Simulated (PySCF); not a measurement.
Level of theory: PBE0-D3(BJ)/def2-TZVP (PySCF). Gas-phase values, no solvent. 

Reference species (SMILES): `[SiH3]/[SiH]=[SiH]/[SiH3]` (neutral, multiplicity 1).

| Quantity | Result |
|---|---|
| HOMO | -6.01 eV |
| HOMO–LUMO gap | 3.90 eV |

Changed species: `[SiH2]1[SiH2][SiH2][SiH2]1`.

Task: Predict the effect on the HOMO and HOMO–LUMO gap.

Result: the HOMO drops by 1.56 eV, to -7.57 eV; the HOMO–LUMO gap increases by 2.17 eV, to 6.07 eV.
